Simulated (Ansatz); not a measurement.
Computed with Ansatz on PBE0-D4/def2-TZVP structures; ΔE is electronic, products minus reactants. CCSD(T)/CBS adds triple-zeta CCSD(T) − MP2 to the extrapolated MP2 energy (def2 sets, frozen cores). DFT in def2-TZVPP. B3LYP here is the variant with VWN-RPA as its local correlation; programs differ in this. def2 core potentials past Kr. For Ge, Te outer-core shells are correlated without core-valence functions, which leaves a few kJ/mol of doubt a bond. Scalar relativity is left out up to krypton. Each species was taken in one conformer, which may not be the lowest.

Reaction (cleavage of the Si–Si bond): `S[SiH2][SiH2][GeH3]` + H₂Te → `S[SiH2][TeH]` + `[SiH3][GeH3]`

`S[SiH2][SiH2][GeH3]`:

Cartesian coordinates in Å:
```
S -2.453 0.942 -0.925
Si -1.737 -0.560 0.429
Si 0.458 -1.138 -0.124
Ge 1.814 0.817 -0.032
H -1.412 1.771 -0.742
H -1.805 -0.100 1.843
H -2.684 -1.691 0.253
H 0.489 -1.702 -1.500
H 0.998 -2.151 0.826
H 1.860 1.363 1.405
H 1.223 1.915 -0.937
H 3.251 0.534 -0.497
```

H₂Te:

Z-matrix (Å, degrees):
```
Te
H 1 1.656
H 1 1.656 2 90.4
```

`S[SiH2][TeH]`:

```xyz
7

S     1.642   -0.308    1.358
Si    0.110    0.548    0.148
Te   -0.326   -0.938   -1.810
H     0.988   -1.465    1.556
H    -1.171    0.735    0.873
H     0.664    1.867   -0.240
H    -1.906   -0.438   -1.885
```

`[SiH3][GeH3]`:

Z-matrix (Å, degrees):
```
Si
Ge 1 2.378
H 1 1.487 2 110.1
H 1 1.487 2 110.1 3 -120.0
H 1 1.487 2 110.1 3 120.0
H 2 1.538 1 110.6 3 179.7
H 2 1.538 1 110.6 3 -60.3
H 2 1.538 1 110.6 3 59.7
```

**Question.** Is it downhill or uphill in electronic energy at CCSD(T)/CBS, and by how much? (Estimate.)

**Answer.** Ansatz gave: Downhill: ΔE = -0.56 eV.

**Question.** What do these levels give: PBE-D4, B2PLYP, B3LYP, CCSD(T)/def2-TZVPP, MP2/def2-QZVPP, HF/CBS(def2)? (Best estimate.)

**Answer.** Computed: PBE-D4 -0.46, B2PLYP -0.58, B3LYP -0.56, CCSD(T)/def2-TZVPP -0.50, MP2/def2-QZVPP -0.65, HF/CBS(def2) -0.66 eV.

Largest T1 diagnostic among the species: 0.012.

The D4 term adds +0.04 eV with B3LYP and +0.03 eV with PBE0; it sums over pairs of atoms, weighted by their polarisabilities, and B3LYP, whose exchange is more repulsive, gets the larger term. In def2-TZVPP, CCSD(T) changes the Hartree–Fock value by +0.15 eV (the triples alone add +0.01 eV) and MP2 by +0.04 eV.
